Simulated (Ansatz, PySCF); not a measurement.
Stretching the C1–H4 bond in N-methylmethanimine (SMILES C=NC) (multiplicity 1 held, fragments rigid). Energies count from the point at 1.092 Å.
Geometry at that point (charge 0, multiplicity 1):
```json
[
 {"atom": "C", "x (Å)": "1.0907", "y (Å)": "-0.3756", "z (Å)": "-0.0039"},
 {"atom": "N", "x (Å)": "-0.0396", "y (Å)": "0.4998", "z (Å)": "0.2247"},
 {"atom": "C", "x (Å)": "-1.1803", "y (Å)": "0.1063", "z (Å)": "-0.1344"},
 {"atom": "H", "x (Å)": "1.8220", "y (Å)": "0.1452", "z (Å)": "-0.6258"},
 {"atom": "H", "x (Å)": "1.5768", "y (Å)": "-0.5834", "z (Å)": "0.9517"},
 {"atom": "H", "x (Å)": "0.8208", "y (Å)": "-1.3261", "z (Å)": "-0.4849"},
 {"atom": "H", "x (Å)": "-1.3608", "y (Å)": "-0.8667", "z (Å)": "-0.6118"},
 {"atom": "H", "x (Å)": "-2.0440", "y (Å)": "0.7482", "z (Å)": "0.0278"}
]
```

Active spaces are followed from a long bond inwards. Levels need not reach the same state.

Frozen-core correlation. Rows in 6-31G* carry no dispersion term and start afresh at each structure (6-31G* with six Cartesian d functions).

Codes used: Ansatz (Gaussian basis) for Hartree–Fock, density functionals and correlated methods; PySCF for 6-31G* rows. Values without a source in brackets are computed.

**Question.** Predict the energy at R = 3.495 Å from CASSCF(2,2)/cc-pVTZ.

**Answer.** 99.0 kcal/mol

**Question.** Give the energy at R = 3.495 Å at the level R-HF/6-31G*.

**Answer.** 191.0 kcal/mol

**Question.** Predict the energy at R = 3.495 Å from FIC-MRCISD+Q on CASSCF(2,2)/cc-pVTZ.

**Answer.** 110.3 kcal/mol

Doubts at one or more of the structures used: a restricted determinant that unrestricted orbitals would lower (R-HF/6-31G*).

Ansatz is a program for electronic structure.
